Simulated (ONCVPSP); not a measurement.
chromium: one change to an ONCV potential, before and after

* Element: chromium
* Generator: ONCVPSP 4.0.1
* Type: optimised norm-conserving Vanderbilt (ONCV)
* Functional: PBEsol
* Relativity: scalar-relativistic
* Frozen core: [Ne]
* Valence charge: 14
* Reference configuration: 3s2 3p6 3d5 4p1
* Partial waves: 3s: rc 0.95 bohr, ncon 3, nbas 7, qcut 5.4 1/bohr, 3 projectors, debl 1.7 Ha; 3p+4p: rc 1.55 bohr, ncon 4, nbas 8, qcut 8.8 1/bohr, 2 projectors; 3d: rc 1.50 bohr, ncon 4, nbas 8, qcut 10.7 1/bohr, 1 projector
* Local potential: polynomial inside 0.80 bohr (lpopt 5, dvloc0 0 Ha)
* Core correction: none

In the s channel the program set the typed energies aside and used -2.762, 0.250, 1.950 Ha.

Change: all radii scaled by about 1.12 (s 1.06, p 1.74, d 1.68 bohr); local potential polynomial inside 0.90 bohr (lpopt 5, dvloc0 0 Ha).

Cutoffs: the cutoffs (Ha) at which the residual kinetic energy of the hardest occupied pseudo-wave falls to 1 and 0.1 mHa per electron; they do not see the model core or the augmentation charge, which bear on the density cutoff. Errors are all-electron minus pseudo energies relative to the spin-unpolarised reference configuration.

Task: What does the change do?

Result: Both files keep a bound ghost (s); of the 4 tests that both files solve, the error grows in 3 and shrinks in 0 by more than 15 % and 0.3 meV (median size 0.9 → 1.4 meV). More of the atom is replaced by a form fitted at one configuration, so other configurations suffer.

```tsv
quantity	base	changed
bound ghosts	s	s
GHOST(+) flags under 300 eV	none	none
error for 3s2 3p6 3d5 4s1 4p0, meV [ΔE -3.14 eV]	+0.1	+0.6
error for 3s2 3p6 3d5 4p0, meV [ΔE 3.73 eV]	+0.1	+0.3
error for 3s2 3p6 3d4 4p0, meV [ΔE 19.74 eV]	-1.7	-2.2
error for 3s2 3p6 3d4 4s1 4p0, meV [ΔE 4.87 eV]	+4.6	+7.2
```

 A true bound ghost makes a file unfit for plane-wave use even where its test errors are small: the radial tests pick states by their node count and pass the ghost by.
